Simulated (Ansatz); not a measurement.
Consider the silylene formation by 1,1-elimination: `[Cl][GeH2][SiH2]Br` → `[Cl][GeH2][Br]` + `[SiH2]`.

Program: Ansatz. Geometries: PBE0-D4/def2-TZVP. ΔE: electronic, gas phase. CCSD(T)/CBS is the MP2 limit (def2-TZVPP, def2-QZVPP) plus CCSD(T) − MP2 in def2-TZVPP, frozen cores. This one scheme is used for every species. For Br, Ge outer-core shells are correlated without core-valence functions, which leaves a few kJ/mol of doubt a bond. Scalar relativity is left out up to krypton. One conformer a species, not always the lowest.

```
             species  CCSD(T)/CBS(def2) energy (Eh)
`[Cl][GeH2][SiH2]Br`                    -5400.77665
    `[Cl][GeH2][Br]`                    -5110.48619
            `[SiH2]`                     -290.19011
```

Question: Work out ΔE.

Answer: ΔE = (-5110.48619) + (-290.19011) − (-5400.77665) = 0.10035 Eh = +263.5 kJ/mol.

Largest T1 diagnostic among the species: 0.014.

From BLYP to BHLYP (50 % exact exchange), in def2-TZVPP and without D4, ΔE moves by +20.8 kJ/mol. At CCSD(T), def2-SVP lies −30.2 kJ/mol from the extrapolated value and def2-TZVPP −12.4 kJ/mol.
